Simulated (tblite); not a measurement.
C₄H₅, doublet, at a GFN2-xTB geometry; GFN1-xTB (tblite).

Input for tblite:
```
$ tblite run mol.xyz --method gfn1 --charge 0 --spin 1 --efield 0,0,0.1 --json tblite.json --no-restart

# file mol.xyz
9

C      0.60085967     1.81351297     0.01556469
C      0.61610420     0.51445077     0.00328056
C     -0.56525911    -0.35580246    -0.00191456
C     -0.48769899    -1.67890196    -0.01458395
H     -0.11254112     2.60487760     0.02484085
H      1.56076214    -0.02055891    -0.00416798
H     -1.52208225     0.14758648     0.00526689
H      0.45913300    -2.19376719    -0.02184815
H     -1.36930637    -2.29769393    -0.01817201
```

Problem. Predict the main parts of the log of this tblite run.

Solution. 
```
xTB calculator
 | screened Coulomb repulsion
 | Coulomb electrostatics
 |  * isotropic Klopman-Ohno-Mataga-Nishimoto electrostatics
 |  * onsite third-order electrostatics
 | DFT-D3(BJ) dispersion correction
 | Interactions (1)
 | [1] electric field

halogen bonding energy    0.0000000000000E+00 Eh
repulsion energy          2.1675352814170E-01 Eh
dispersion energy        -2.4258128239429E-03 Eh
interaction energy        0.0000000000000E+00 Eh
number of electrons       2.1000000000000E+01 e
integral cutoff           1.9731147476801E+01 bohr

------------------------------------------------------------
  cycle        total energy    energy error   density error
------------------------------------------------------------
      1     -10.98390624510  -1.1198234E+01   4.0334153E-01
      2     -10.98591226633  -2.0060212E-03   2.4236992E-01
      3     -10.98454645575   1.3658106E-03   2.3032074E-02
      4     -10.98624606040  -1.6996046E-03   1.1224022E-03
      5     -10.98624903527  -2.9748734E-06   4.0867459E-04
      6     -10.98624931119  -2.7592094E-07   8.0039832E-05
      7     -10.98624932394  -1.2749576E-08   1.0268060E-05
------------------------------------------------------------

electronic energy        -1.1200577039258E+01 Eh
total energy             -1.0986249323940E+01 Eh

Post processing:
 | Mayer-Wiberg bond orders

[Info] JSON dump of results written to 'tblite.json'
```
